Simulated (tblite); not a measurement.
Compound: C5H7AlBrCl.
Atom-mapped SMILES: `[CH3:1][C:2]#[C:3][C@H:4]([CH3:5])[Al:6]([Cl:7])[Br:8]` (hydrogens: H9, H10, H11 on C1; H12 on C4; H13, H14, H15 on C5)

Computed with GFN2-xTB (tblite), gas phase: L-BFGS steps from a force-field or distance-geometry start until the largest atomic force falls under 0.01 eV/Å.

Step 27: E = -654.2280 eV
```
atom  x, y, z in Å  |  force x, y, z in eV/Å
C1     -2.8714    0.8957   -0.1193    0.014  -0.017  -0.008
C2     -1.4973    0.4434   -0.2158   -0.019  -0.048   0.043
C3     -0.3722    0.0278   -0.3064   -0.044  -0.042  -0.036
C4      0.9657   -0.5397   -0.4374   -0.003   0.083   0.019
C5      1.1271   -1.7731    0.4756    0.019   0.011   0.062
Al6     2.1043    1.0751   -0.0010    0.026   0.053  -0.039
Cl7     1.6947    2.3737    1.4976   -0.048  -0.028   0.039
Br8     3.9259    1.5682   -1.2622   -0.003  -0.067  -0.029
H9     -3.1014    1.5740   -0.9418    0.025   0.007   0.036
H10    -3.0454    1.4103    0.8269    0.055  -0.006  -0.046
H11    -3.5441    0.0386   -0.1783    0.008   0.013   0.005
H12     1.1018   -0.8471   -1.4868   -0.043  -0.030   0.034
H13     1.2387   -1.4713    1.5152   -0.026   0.016   0.073
H14     2.0127   -2.3384    0.1911    0.004   0.000  -0.008
H15     0.2565   -2.4292    0.4207    0.034   0.055  -0.143
```

Step 28: E = -654.2303 eV
```
atom  x, y, z in Å  |  force x, y, z in eV/Å
C1     -2.8708    0.8975   -0.1184   -0.042   0.008   0.004
C2     -1.4985    0.4454   -0.2143   -0.041  -0.051   0.043
C3     -0.3764    0.0234   -0.3050   -0.012  -0.045  -0.036
C4      0.9605   -0.5415   -0.4388    0.051   0.094   0.050
C5      1.1294   -1.7727    0.4748   -0.018   0.000   0.081
Al6     2.1070    1.0711   -0.0040    0.034   0.071  -0.041
Cl7     1.6995    2.3720    1.4949   -0.044  -0.043   0.023
Br8     3.9316    1.5686   -1.2637   -0.032  -0.081  -0.011
H9     -3.1029    1.5757   -0.9390    0.033   0.029   0.002
H10    -3.0478    1.4112    0.8264    0.069   0.023  -0.004
H11    -3.5467    0.0445   -0.1755   -0.003  -0.042  -0.009
H12     1.0951   -0.8495   -1.4863   -0.033  -0.043  -0.015
H13     1.2137   -1.4698    1.5168   -0.011   0.016   0.068
H14     2.0290   -2.3223    0.2061    0.025   0.001  -0.009
H15     0.2729   -2.4458    0.4040    0.026   0.062  -0.146
```

Step 29: E = -654.2334 eV
```
atom  x, y, z in Å  |  force x, y, z in eV/Å
C1     -2.8702    0.8990   -0.1174   -0.101   0.032   0.019
C2     -1.5007    0.4448   -0.2116   -0.072  -0.046   0.035
C3     -0.3816    0.0178   -0.3040    0.038  -0.044  -0.029
C4      0.9556   -0.5409   -0.4387    0.104   0.076   0.070
C5      1.1321   -1.7711    0.4752   -0.055   0.008   0.077
Al6     2.1116    1.0693   -0.0092    0.026   0.073  -0.031
Cl7     1.7015    2.3672    1.4931   -0.035  -0.050   0.007
Br8     3.9389    1.5660   -1.2680   -0.055  -0.089   0.004
H9     -3.1029    1.5779   -0.9355    0.038   0.054  -0.043
H10    -3.0486    1.4121    0.8255    0.076   0.060   0.056
H11    -3.5511    0.0518   -0.1721   -0.019  -0.103  -0.027
H12     1.0875   -0.8512   -1.4845   -0.014  -0.053  -0.058
H13     1.1838   -1.4690    1.5197    0.008   0.011   0.058
H14     2.0465   -2.3028    0.2236    0.059   0.006  -0.002
H15     0.2931   -2.4629    0.3820    0.004   0.065  -0.137
```

Task: Estimate the geometry and energy of step 30. (The exact step hangs on the optimiser's Hessian estimate; all steps are aligned on step 29, rigid shifts and turns removed.)

Result: E = -654.2375 eV, largest force 0.162 eV/Å
```
atom  x, y, z in Å  |  force x, y, z in eV/Å
C1     -2.8712    0.9012   -0.1157   -0.137   0.044   0.033
C2     -1.5048    0.4424   -0.2070   -0.073  -0.048   0.016
C3     -0.3886    0.0100   -0.3031    0.065  -0.019  -0.009
C4      0.9509   -0.5388   -0.4376    0.125   0.025   0.062
C5      1.1353   -1.7684    0.4770   -0.055  -0.022   0.066
Al6     2.1176    1.0687   -0.0185    0.002   0.071   0.005
Cl7     1.7032    2.3589    1.4912   -0.023  -0.056  -0.018
Br8     3.9487    1.5601   -1.2742   -0.067  -0.092   0.011
H9     -3.1018    1.5820   -0.9316    0.040   0.066  -0.079
H10    -3.0477    1.4147    0.8255    0.071   0.091   0.113
H11    -3.5579    0.0599   -0.1678   -0.033  -0.143  -0.043
H12     1.0771   -0.8538   -1.4823    0.015  -0.054  -0.076
H13     1.1419   -1.4679    1.5256    0.026  -0.029  -0.026
H14     2.0721   -2.2752    0.2480    0.015   0.053   0.042
H15     0.3208   -2.4859    0.3484    0.029   0.114  -0.097
```

The energy changes by -0.0041 eV. The first-order estimate −F·Δx gives -0.0058 eV and the mean of the old and new forces, exact on a quadratic surface, -0.0039 eV. The step makes an angle of 80° with the force vector and moves no atom by more than 0.049 Å.

What follows is the cost of the whole relaxation. On one thread of an Arm Neoverse N1, no GPU (shared host), this took 2.4 s wall.
